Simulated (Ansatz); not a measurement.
## Abstraction of H: InH(CH3)Cl + SiH2(SiH2)Cl → In(CH3)Cl + SiH2(SiH3)Cl

Species: InH(CH3)Cl, singlet; SiH2(SiH2)Cl, doublet; In(CH3)Cl, doublet; SiH2(SiH3)Cl, singlet. A radical takes H: the energy is the difference in strength between the In–H bond broken and the Si–H bond made.

Shapes, held fixed at every level: PBE0-D4/def2-TZVP. Flexible molecules stand in one conformer, not always the lowest. Programs: Ansatz 0.2.0. The zero-point and thermal change to 298 K, harmonic and unscaled (PBE0-D4/def2-TZVP), is +5.3 kJ/mol.

```tsv
level	kind	ΔH(298 K) (kJ/mol)	less CCSD(T)/def2-TZVPP
B3LYP-D4/def2-TZVPP	global hybrid	-95.5	-14.9
r2SCAN0-D4/def2-TZVPP	global hybrid	-80.2	+0.4
wB97M-V/def2-TZVPP	range-separated hybrid	-84.3	-3.7
wB97X-V/def2-TZVPP	range-separated hybrid	-80.8	-0.2
B2PLYP/def2-TZVPP	double hybrid	-90.9	-10.3
MP2/def2-SVP	perturbation theory	-77.1	+3.5
CCSD/def2-SVP	coupled cluster or CI	-80.3	+0.3
CCSD(T)/def2-TZVPP	coupled cluster or CI	-80.6	0.0
```

The highest level, CCSD(T)/def2-TZVPP, gives ΔH(298 K) = -80.6 kJ/mol; the levels span -95.5 to -77.1. The column of differences is taken from that level and isn't an error. No measured value is set beside it here. Open shells run unrestricted unless RO is named. For atoms past krypton def2 sets carry core potentials with scalar relativity. Correlated rows may include outer-core shells of In, which these sets cover unevenly.
